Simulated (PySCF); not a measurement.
Geometry:
| atom | x (Å) | y (Å) | z (Å) |
| --- | --- | --- | --- |
| C1 | 2.218 | 0.487 | 0.302 |
| C2 | 1.010 | -0.435 | 0.428 |
| C3 | -0.017 | -0.161 | -0.670 |
| C4 | -1.233 | -1.132 | -0.586 |
| O5 | -2.388 | -0.336 | -0.503 |
| S6 | -1.933 | 1.003 | 0.257 |
| O7 | -1.661 | 0.692 | 1.616 |
| O8 | -2.799 | 2.073 | -0.051 |
| O9 | -0.562 | 1.141 | -0.547 |
| H10 | 2.911 | 0.313 | 1.121 |
| H11 | 1.894 | 1.524 | 0.330 |
| H12 | 2.738 | 0.310 | -0.637 |
| H13 | 1.326 | -1.478 | 0.356 |
| H14 | 0.520 | -0.276 | 1.390 |
| H15 | 0.454 | -0.198 | -1.659 |
| H16 | -1.328 | -1.762 | -1.471 |
| H17 | -1.155 | -1.753 | 0.313 |

Geometry: GFN2-xTB; GIAO absolute shieldings from PySCF, gas phase, non-relativistic, averaged over equivalent atoms.

At wB97X-D/def2-SVP (170 basis functions, 71 s wall time on 1 thread of an AMD EPYC, shared host):
```csv
atoms,σ (ppm)
C3,122.8
C4,132.3
C2,166.0
C1,183.9
O7,132.6
O8,148.6
O9,179.8
O5,182.2
S6,248.1
H16,27.61
H15,27.82
H17,28.23
H14,29.60
H10/H11/H12,30.82
H13,30.92
```

**Question.** What do these become at PBE0/pcSseg-1?

**Answer.** 
```tsv
atoms	σ at PBE0/pcSseg-1	change
C3	109.2	-13.6
C4	118.2	-14.1
C2	153.4	-12.6
C1	173.6	-10.3
O7	105.8	-26.8
O8	122.5	-26.1
O9	155.5	-24.3
O5	157.7	-24.5
S6	173.8	-74.3
H16	27.13	-0.48
H15	27.38	-0.44
H17	27.80	-0.43
H14	29.21	-0.39
H10/H11/H12	30.44	-0.38
H13	30.56	-0.36
```

The largest change is at S6 (sulfonyl sulfur). Cost: 200 basis functions, 34 s wall time on 1 thread of an Arm Neoverse V1, shared host. The order of the carbon signals is the same at both levels.
